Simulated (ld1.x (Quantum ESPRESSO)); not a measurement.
**Configuration tests for P (ultrasoft)**

phosphorus, ultrasoft, made with ld1.x (Quantum ESPRESSO) 7.5 (PBEsol, non-relativistic). Core [Ne], reference 3s1.5 3p3.5. Waves: 3s (bound): rcut 1.50, rcutus 1.94 bohr; 3s channel at -0.25 Ry: rcut 1.50, rcutus 1.94 bohr; 3p (bound): rcut 1.45, rcutus 2.00 bohr; 3p channel at 3.5 Ry: rcut 1.45, rcutus 2.00 bohr. Local part: all-electron potential smoothed inside 1.60 bohr (lloc = -1). Core correction: none. Augmentation charge: built from norm-conserving waves at rcut, not smoothed further.

Energies are relative to the spin-unpolarised reference configuration 3s1.5 3p3.5; without spin polarisation the order of configurations can differ from experiment.

```csv
valence configuration,charge,ΔE all-electron (eV),error AE − PS (meV)
3s2 3p3,0,-4.194,+0.5
3s2 3p2,+1,5.516,+1.4
3s2 3p1,+2,24.640,+12
3s1 3p4,0,4.228,+0.4
3s2 3p3.3,-0.3,-5.496,+0.6
3s0 3p5,0,12.780,+2.4
3s2 3p0,+3,54.356,+57
```

Levels in the configuration 3s0 3p5:

| level | all-electron (eV) | pseudo (eV) |
| --- | --- | --- |
| 3p | -6.561 | -6.558 |

ld1.x printed “convergence not achieved” for 6 of the counted tests; their residual had stalled under 1e-8, short of the target of 1e-14.
